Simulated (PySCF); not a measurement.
# Working out the ionisation energy of Pb

Pb [Xe] 4f14 5d10 6s2 6p2 (3P) → Pb+ [Xe] 4f14 5d10 6s2 6p1 (2P). Computed with PySCF 2.14 in x2c-TZVPPall, with scalar relativity by spin-free X2C-1e. Frozen: [Xe] 4f14 5d10. Energies in hartree (1 hartree = 27.21139 eV):

```json
{"part": "UHF", "Pb (lower)": "-20879.874883", "Pb+ (upper)": "-20879.632375"}
{"part": "CCSD correlation", "Pb (lower)": "-0.045501", "Pb+ (upper)": "-0.035044"}
{"part": "(T)", "Pb (lower)": "-0.000971", "Pb+ (upper)": "-0.000386"}
```

Task: What does Hartree-Fock give?

Result: (-20879.632375) − (-20879.874883) = 0.242508 hartree = 6.599 eV.

Task: What do CCSD and CCSD(T) give?

Result: The CCSD correlation energies differ by 0.010457 hartree = 0.285 eV and the triples by 0.000585 hartree = 0.016 eV, so CCSD gives 6.884 eV and CCSD(T) 6.900 eV.

Reference: 7.417 eV (measured; NIST Atomic Spectra Database, ionization energies), between the lowest levels; spin-orbit coupling is absent from the calculation.

What remains against the reference includes basis incompleteness, the frozen core and higher excitations.
